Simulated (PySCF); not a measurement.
Mapped SMILES: `[CH2:1]=[CH:2][C:3](=[CH2:4])[CH:5]([CH3:6])[CH3:7]`; H(Xn) means a hydrogen on atom n. Ha(C4) is cis to C2; Ha(C1) is cis to C3; Hb(C4) is trans to C2; Hb(C1) is trans to C3.

Rapidly exchanging positions averaged, non-relativistic Hamiltonian, a single conformation, no solvent model. J: B3LYP/pcJ-1 (without the spin–dipole term); PBE0-D3(BJ)/def2-SVP geometry; σ from GIAO-PBE0/pcSseg-1; PySCF 2.14.

Question: Predict the 2D correlation tables (HSQC, COSY, HMBC).

Answer: 

HSQC (one-bond C–H):
```tsv
δH	δC	¹J(C,H) (Hz)
6.48 (H(C2))	147.8 (C2)	160
5.49 (Ha(C1))	119.3 (C1)	164
5.38 (Hb(C1))	119.3 (C1)	170
5.32 (Hb(C4))	122.5 (C4)	167
5.26 (Ha(C4))	122.5 (C4)	167
2.43 (H(C5))	29.2 (C5)	130
1.09 (H(C6)/H(C7))	23.6 (C6/C7)	133
```

COSY cross peaks (|J| ≥ 2 Hz):
```tsv
δH	δH	abs. J (Hz)	bonds
6.48 (H(C2))	5.49 (Ha(C1))	19.0	3
6.48 (H(C2))	5.38 (Hb(C1))	12.3	3
2.43 (H(C5))	1.09 (H(C6)/H(C7))	7.6	3
```

HMBC (two and three bonds, |J| ≥ 2.5 Hz):
```tsv
δH	δC [abs. J in Hz]
6.48 (H(C2))	160.9 (C3) [3.4], 122.5 (C4) [6.0], 29.2 (C5) [5.0]
5.49 (Ha(C1))	160.9 (C3) [6.7]
5.38 (Hb(C1))	160.9 (C3) [11.8]
5.32 (Hb(C4))	147.8 (C2) [13.6], 29.2 (C5) [4.9]
5.26 (Ha(C4))	147.8 (C2) [9.8], 29.2 (C5) [9.0]
2.43 (H(C5))	160.9 (C3) [7.0], 147.8 (C2) [3.3], 122.5 (C4) [5.2], 23.6 (C6/C7) [4.3]
1.09 (H(C6)/H(C7))	160.9 (C3) [4.5], 29.2 (C5) [3.3], 23.6 (C6/C7) [5.8]
```

Chemical shifts δ = σref − σ; ¹H, ¹³C against TMS, all at this level.

Short H···H contacts in this conformer between protons four or more bonds apart (candidates for NOE cross peaks, intensity ∝ r⁻⁶): Ha(C1)···H(C5) 2.14 Å, Hb(C4)···H(C6) 2.22 Å, H(C2)···Ha(C4) 2.30 Å, Ha(C1)···H(C7) 2.49 Å.

Unscaled 3J(H,H) at this level run about 10 % above measured values. Shifts are as computed. Against solution values, carbons near 30 ppm lie about +2 ppm off and those near 130 ppm about +5 ppm. Of 1211 compounds with measured shifts, 218 miss one by over three times the rms of a fit or turn the order of signals round; such compounds aren't used in these exercises.
